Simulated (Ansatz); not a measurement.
Calculated with Ansatz (gas phase, PBE0-D4/def2-TZVP geometries, no zero-point term in ΔE). CCSD(T)/CBS adds triple-zeta CCSD(T) − MP2 to the extrapolated MP2 energy (def2 sets, frozen cores). This one scheme is used for every species. Functionals use def2-TZVPP. One conformer a species, not always the lowest.

Consider the formal exchange of groups at a C–C bond: `C=CCSCC` + benzene → `CCSCc1ccccc1` + ethylene.

`C=CCSCC`:

```xyz
16

C    -1.347   -1.282    1.256
C    -1.373    0.044    1.228
C    -1.294    0.855   -0.014
S     0.233    1.833   -0.091
C     1.478    0.527   -0.137
C     1.523   -0.256   -1.433
H    -1.385   -1.832    2.189
H    -1.294   -1.866    0.342
H    -1.414    0.605    2.158
H    -2.088    1.607   -0.048
H    -1.390    0.232   -0.906
H     2.422    1.052    0.032
H     1.320   -0.133    0.720
H     2.332   -0.991   -1.408
H     0.592   -0.801   -1.603
H     1.685    0.406   -2.286
```

`c1ccccc1`:

Cartesian coordinates in Å:
```
C -1.222 0.656 0.036
C -0.777 -0.044 1.149
C 0.445 -0.699 1.112
C 1.222 -0.656 -0.036
C 0.777 0.044 -1.149
C -0.445 0.699 -1.112
H -2.177 1.168 0.065
H -1.384 -0.078 2.046
H 0.794 -1.246 1.982
H 2.177 -1.168 -0.065
H 1.384 0.078 -2.046
H -0.794 1.246 -1.982
```

`CCSCc1ccccc1`:

```xyz
22

C    -0.231   -2.244   -0.767
C     0.830   -2.350    0.312
S     0.335   -1.722    1.937
C     0.850    0.013    1.831
C     0.197    0.797    0.737
C     0.941    1.245   -0.348
C     0.336    1.938   -1.388
C    -1.024    2.196   -1.349
C    -1.775    1.761   -0.263
C    -1.169    1.066    0.768
H    -1.142   -2.763   -0.463
H    -0.489   -1.205   -0.975
H     0.128   -2.699   -1.695
H     1.751   -1.838    0.021
H     1.096   -3.396    0.486
H     0.592    0.422    2.812
H     1.937    0.055    1.735
H     2.007    1.045   -0.381
H     0.930    2.275   -2.229
H    -1.501    2.736   -2.159
H    -2.839    1.963   -0.224
H    -1.761    0.704    1.602
```

`C=C`:

Z-matrix (Å, degrees):
```
C
C 1 1.323
H 1 1.085 2 121.7
H 1 1.085 2 121.7 3 -180.0
H 2 1.085 1 121.7 3 -0.0
H 2 1.085 1 121.7 3 -180.0
```

| level | ΔE (kJ/mol) |
| --- | --- |
| ωB97X-V | 5.1 |
| BLYP | 16.4 |

Task: What does CCSD(T)/CBS give? (Best estimate.)

Result: Computed: +4.3 kJ/mol. The listed levels differ from it by 0.8, 12.1 kJ/mol.

Largest T1 diagnostic among the species: 0.011.

The D4 term adds −11.0 kJ/mol with B3LYP and −7.3 kJ/mol with PBE0; it sums over pairs of atoms, weighted by their polarisabilities, and B3LYP, whose exchange is more repulsive, gets the larger term. In def2-TZVPP, CCSD(T) changes the Hartree–Fock value by −14.0 kJ/mol (the triples alone add −2.6 kJ/mol) and MP2 by −17.5 kJ/mol.

B3LYP here is the variant with VWN-RPA as its local correlation; programs differ in this.
